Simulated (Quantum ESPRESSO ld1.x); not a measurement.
The numbers below are computed, except where a source is named.
Mn+, configuration [Ar] 3d5 5s1 (not the ground configuration). Level of theory: scalar-relativistic Kohn-Sham, exchange-only LDA, spin-polarised, spherical densities, point nucleus; open shells are filled with parallel spins first (ld1.x of Quantum ESPRESSO 7.5).

X-ray form factor f0, the Fourier transform of the density (f0(0) = 24):

sin(theta)/lambda (1/angstrom)  f0 (electrons)
0.05                                    23.108
0.1                                     21.802
0.15                                    20.593
0.2                                     19.104
0.25                                    17.468
0.3                                     15.866
0.4                                     13.038
0.5                                     10.843
0.6                                      9.255
0.8                                      7.377
1                                        6.351
1.25                                     5.379
1.5                                      4.468
2                                        2.953
